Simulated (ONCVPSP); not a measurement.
**Hf: from the effect back to the setting (ONCV)**

Base potential:

Hf (Z = 72), optimised norm-conserving Vanderbilt (ONCV), made with ONCVPSP 4.0.1 (PBE, scalar-relativistic). Core [Kr] 4d10, reference 4f14 5s2 5p6 5d2 6s1 (charge +1). Waves: 5s+6s: rc 2.15 bohr, ncon 5, nbas 9, qcut 6.7 1/bohr, 2 projectors; 5p: rc 1.55 bohr, ncon 3, nbas 7, qcut 8.6 1/bohr, 2 projectors, debl 2.6 Ha; 5d: rc 2.35 bohr, ncon 4, nbas 9, qcut 5.9 1/bohr, 3 projectors, debl 2.7 Ha; 4f: rc 0.65 bohr, ncon 3, nbas 8, qcut 24.4 1/bohr, local. Local part: the f channel. Core correction: polynomial model core, fcfact 0.25.

Cutoffs, loose and tight: the cutoffs (Ha) at which the residual kinetic energy of the hardest occupied pseudo-wave falls to 1 and 0.1 mHa per electron. They do not see the model core or the augmentation charge, which bear on the density cutoff. Test errors are all-electron minus pseudo excitation energies from the reference, over the configurations 4f14 5s2 5p6 5d2 6s2; 4f14 5s2 5p6 5d2 6s0; 4f14 5s2 5p6 5d1 6s0; 4f14 5s2 5p6 5d0 6s0; variants that change the core or the reference have their own tests.

Only the scale of all radii but the core radius (base = 1) is moved:

```tsv
scale of all radii but the core radius (base = 1)	cutoff, loose	cutoff, tight	bound ghosts	largest test error (meV)
0.78	846 Ha	1787 Ha	s, p, d	-31
0.87	289 Ha	929 Ha	s, p, d	-30
1.03	255 Ha	279 Ha	s, p, d	-16
1.11	242 Ha	265 Ha	s, p, d	+15
1.14	237 Ha	260 Ha	s, p	+25
1.24	226 Ha	249 Ha	s, p, d	+62
1.3	218 Ha	242 Ha	s, p, d	+100
```

One more run gave cutoff, loose: 268 Ha; cutoff, tight: 295 Ha; bound ghosts: s, p, d; largest test error (meV): -24. Which value of the scale of all radii but the core radius (base = 1) was used?

0.96. The loose cutoff moves one way along this sweep, from 846 Ha at 0.78 to 218 Ha at 1.3, which places the run between 0.87 and 1.03.
